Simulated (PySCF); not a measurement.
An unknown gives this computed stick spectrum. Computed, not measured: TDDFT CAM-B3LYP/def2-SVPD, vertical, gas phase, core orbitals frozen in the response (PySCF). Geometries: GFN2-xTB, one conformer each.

| state | E (eV) | f | main configurations (H = HOMO, L = LUMO) |
| --- | --- | --- | --- |
| S1 | 2.77 | 0.0012 | H→L (97%) |
| S2 | 4.12 | 0.074 | H-2→L (57%), H-1→L (38%) |
| S3 | 4.23 | 0.132 | H-1→L (59%), H-2→L (37%) |
| S4 | 6.00 | 0.022 | H→L+1 (48%), H→L+3 (26%), H→L+4 (17%) |
| S5 | 6.10 | 0.213 | H-3→L (76%), H→L+3 (8%) |
| S6 | 6.17 | 0.207 | H→L+3 (44%), H-3→L (18%), H→L+1 (13%) |
| S7 | 6.25 | 0.055 | H-1→L+1 (72%) |
| S8 | 6.38 | 0.0089 | H→L+4 (47%), H→L+5 (31%) |

Orbital energies (eV): HOMO-3 -9.92, HOMO-2 -9.03, HOMO-1 -7.68, HOMO -7.38, LUMO -0.95, LUMO+1 1.18, LUMO+2 1.55.

Question: Which structure fits?
A. `C=CC[C@@H]1CCN1`
B. `C(C)N1CCCN1`
C. `C/N=C/C(=S)N(C)C`

Answer: C. Its S1, at 2.77 eV, is the lowest among the candidates; the nearest of the others has S1 at 6.00 eV. S1 is HOMO→LUMO (97%). Löwdin shares by element: HOMO sulfur 74%, carbon 10% or more (atoms not listed hold the other 17%); LUMO carbon 36% or more, sulfur 22%, nitrogen 21% or more (atoms not listed hold the other 21%). At the same level the other candidates give, for their lowest levels:
- `CCN1CCCN1`: 6.14 eV (f 0.018); 6.51 eV (f 0.008); 6.91 eV (f 0.001); 7.23 eV (f 0.007); 7.31 eV (f 0.002); T1 6.03 eV; HOMO -7.79, LUMO 1.29 eV
- `C=CC[C@@H]1CCN1`: 6.00 eV (f 0.032); 6.38 eV (f 0.008); 6.74 eV (f 0.009); 7.06 eV (f 0.007); 7.19 eV (f 0.027); T1 4.46 eV; HOMO -7.74, LUMO 1.12 eV

Conformer computed: `[CH3:1]/[N:2]=[CH:3]/[C:4](=[S:5])[N:6]([CH3:7])[CH3:8]`: N2–C3–C4–S5 -166°, C3–C4–N6–C7 180°.
Triplets come from the Tamm–Dancoff approximation.
